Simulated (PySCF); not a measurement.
Cl3Sb, SMILES [Cl][Sb]([Cl])[Cl] (connectivity only; charge and spin as stated), charge -1, multiplicity 2.

Geometry: r2SCAN-D4/def2-SVPD. The spin state was assumed, not searched. The isomer is the one that the SMILES or the coordinates give; other isomers of the formula were not compared. The def2 effective core potentials stand for the cores of Sb; spin–orbit coupling is left out.

Method: r2SCAN-D4/def2-SVPD in PySCF.

Frequencies are harmonic and unscaled.

Q: Give all harmonic wavenumbers and intensities. (An estimate is asked for; the answer gives what the named calculation found.)

A: 
```tsv
mode	ν (cm⁻¹)	IR (km/mol)	moving atoms (share of kinetic energy)
1	42	8.7	Cl 61 %, Sb 39 %
2	62	5.2	Cl 78 %, Sb 22 %
3	111	0.5	Cl 95 %
4	222	269.6	Cl 60 %, Sb 40 %
5	230	7.5	Cl 99 %
6	318	52.0	Cl 77 %, Sb 23 %
```
